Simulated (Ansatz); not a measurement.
Reaction (hydrogenolysis of a C–B bond): `B/C=C(\C)O` + H₂ → `C=C(C)O` + BH₃

Computed with Ansatz on PBE0-D4/def2-TZVP structures; ΔE is electronic, products minus reactants. CCSD(T)/CBS adds triple-zeta CCSD(T) − MP2 to the extrapolated MP2 energy (def2 sets, frozen cores). This one scheme is used for every species. Functionals use def2-TZVPP. Each species was taken in one conformer, which may not be the lowest.

CCSD(T)/CBS gives +29.8 kJ/mol.

(1) Another level gave +20.2 kJ/mol. Which?
A. ωB97M-V/def2-TZVPP
B. CCSD/def2-TZVPP
C. r2SCAN-D4/def2-TZVPP
D. PBE0-D4/def2-TZVPP

Largest T1 diagnostic among the species: 0.013.

## Answers

(1) B. CCSD/def2-TZVPP 20.2, r2SCAN-D4 45.4, ωB97M-V 32.7, PBE0-D4 40.1 kJ/mol.

The D4 term adds +7.4 kJ/mol with B3LYP and +4.1 kJ/mol with PBE0; it sums over pairs of atoms, weighted by their polarisabilities, and B3LYP, whose exchange is more repulsive, gets the larger term. From PBE to PBE0 (25 % exact exchange), in def2-TZVPP and without D4, ΔE moves by −9.7 kJ/mol. In def2-TZVPP, CCSD(T) changes the Hartree–Fock value by +29.5 kJ/mol (the triples alone add +7.5 kJ/mol) and MP2 by +36.1 kJ/mol.

B3LYP here is the variant with VWN-RPA as its local correlation; programs differ in this.
